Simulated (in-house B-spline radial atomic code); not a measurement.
## Be+: [He] (6f5/2)1 (an excited or competing configuration)

All numbers are computed (Dirac-Hartree-Fock, average of the jj configuration; Fermi nucleus of rms radius 2.519 fm) with a radial B-spline atomic code at the basis-set limit, not measured.

Effective charges: Z_r = [3n² - l(l+1)]/(2<r>) from the radius, Z_e = n√(-2ε) from the energy, and Slater's rules. Values are occupation-weighted means over j.

| shell | electrons | ε (eV) | <r> (bohr) | Z_r | Z_e | Slater |
| --- | --- | --- | --- | --- | --- | --- |
| 1s | 2 | -152.73 | 0.414 | 3.62 | 3.35 | 3.70 |
| 6f | 1 | -1.5118 | 24 | 2.00 | 2.00 | 2.00 |

The least bound orbital is 6f5/2 at -1.512 eV, and it is also the most diffuse (<r> = 24 bohr).

For the 1s electron the small component carries 0.0181 % of the norm, the zero-frequency Breit interaction raises the level by 0.01813 eV, self-energy by 0.004935 eV, and vacuum polarisation lowers it by 0.0001877 eV.
